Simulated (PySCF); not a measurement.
**Electron correlation in O⁻ (oxygen, charge -1)**

[He] 2s2 2p5, 2P determinant. All numbers are calculated (PySCF 2.14, scalar relativity by spin-free X2C-1e, in aug-cc-pCVTZ-DK with one added diffuse shell each of s, p, d, f type (8s7p5d3f, 75 functions)). Frozen: 1s2; 7 electrons correlated.

```json
{"level": "CCSD", "correlation energy (mhartree)": "-230.57"}
{"level": "(T)", "correlation energy (mhartree)": "-9.38"}
{"level": "CCSD(T)", "correlation energy (mhartree)": "-239.95"}
```

Diagnostics: T1 = 0.027, D1 = 0.0508, largest double amplitude 0.039.

Problem. Is a single reference adequate?

Solution. Yes: T1 lies below 0.03 and no double amplitude reaches 0.07.
